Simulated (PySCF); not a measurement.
C4H3BFO4 (charge -1).
Z-matrix (Å and degrees, GFN2-xTB geometry), rows numbered from 1:
```
C 
C   1  1.3221
B   2  1.6119  1  124.71
F   3  1.3932  2  112.57  1  -179.91
O   3  1.5160  2  111.70  1    57.18
C   5  1.3017  3  110.39  2  -116.52
O   6  1.2119  5  125.80  3   177.32
C   6  1.5459  5  108.32  3    -2.18
O   8  1.2118  6  125.86  5   179.56
O   8  1.3018  6  108.32  5     0.05
H   1  1.0795  2  121.20  3     0.07
H   1  1.0828  2  123.21  3  -179.95
H   2  1.0851  1  118.44  3   179.95
```

The closed-shell ground state was solved at several levels (PySCF, density fitting, gas phase, non-relativistic). No diffuse functions stand in pcJ-1 and pcSseg-1, which bears on an anion's orbital energies.

| level | basis functions | total energy (Eh) | HOMO (eV) | LUMO (eV) | gap (eV) |
| --- | --- | --- | --- | --- | --- |
| PBE0/pcSseg-1 | 185 | -579.3788 | -3.37 | 2.96 | 6.33 |
| B3LYP/pcJ-1 | 300 | -580.0669 | -3.09 | 2.74 | 5.83 |

(1) What might CAM-B3LYP/def2-SVPD (239 basis functions) give for the same quantities?

(2) Over all these levels, which gives the widest orbital gap and which the narrowest?

Answers

(1) Total energy -579.4533 Eh, HOMO -5.16 eV, LUMO 3.74 eV, gap 8.90 eV.

(2) CAM-B3LYP/def2-SVPD (range-separated hybrid) has the widest, 8.90 eV, and B3LYP/pcJ-1 (global hybrid, 20 % exact exchange) the narrowest, 5.83 eV. Functional and basis both differ between the two, so the spread mixes both effects.

One conformer stands for the species.
